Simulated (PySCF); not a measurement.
State search for SrLi

Unrestricted PBE0; Sr x2c-SVPall, Li x2c-SVPall; spin-free X2C with a Gaussian nucleus (PySCF 2.14). Outer shells of the fragments: Sr 5s2; Li 2s1.

Followed along the bond (rough minima from three points):

```csv
2Ms+1,unpaired,⟨S²⟩ at the start,R at minimum (Å),Te (eV)
2,σ ↑,0.77,3.63,0.00
2,π ↑,0.91,3.05,0.70
2,δ ↑,0.80,3.37,1.42
4,"σ ↑↑, π ↑",3.75,3.33,1.47
```

Solutions found at the starting distance of 2.995 Å, counted from the lowest of them; the search is not exhaustive and high or unbound solutions are not listed, so other states can lie among these:

```
2Ms+1   unpaired   term  E (eV)  ⟨S²⟩  ⟨Lz²⟩  μ (D)
    2        σ ↑    ²Σ⁺    0.00  0.77   0.00   0.19
    2        π ↑     ²Π    0.43  0.91   1.03  -0.05
    2        δ ↑     ²Δ    1.27  0.80   4.00   0.64
    4  σ ↑↑, π ↑     ⁴Π    1.29  3.75   1.02   0.20
    4  σ ↑, π ↑↑    ⁴Σ⁻    1.77  3.75   0.00  -3.81
    4      σ ↑↑↑    ⁴Σ⁺    1.85  3.75   0.00  -2.81
    2  σ ↑↑, π ↓  mixed    1.89  1.75   1.02   0.19
    4  σ ↑↑, δ ↑     ⁴Δ    2.28  3.75   4.00   0.96
    2  σ ↑, π ↑↓  mixed    2.33  1.75   2.03  -2.87
    4  σ ↑, π ↑↑  mixed    2.46  3.75   2.01   2.77
    2  σ ↑↑, δ ↓  mixed    2.58  1.75   4.00   0.52
```

A term symbol is given only where ⟨S²⟩ and ⟨Lz²⟩ are close to those of a pure state; real π, δ and φ orbitals otherwise mix terms. A positive dipole means Sr(−)Li(+).

**Question.** Compare the gap between the two lowest followed solutions at the starting distance with the gap between their minima.

**Answer.** At PBE0 the second solution (doublet, unpaired electrons π ↑) lies +0.43 eV from the first (doublet, unpaired electrons σ ↑) at 2.995 Å and +0.70 eV at the minima; the two curves relax by different amounts, since their minima lie near 3.05 and 3.63 Å.

Spin–orbit coupling is left out. Counting both spins, an empty level lies below a filled one in some of these solutions, because spin and occupation are held.
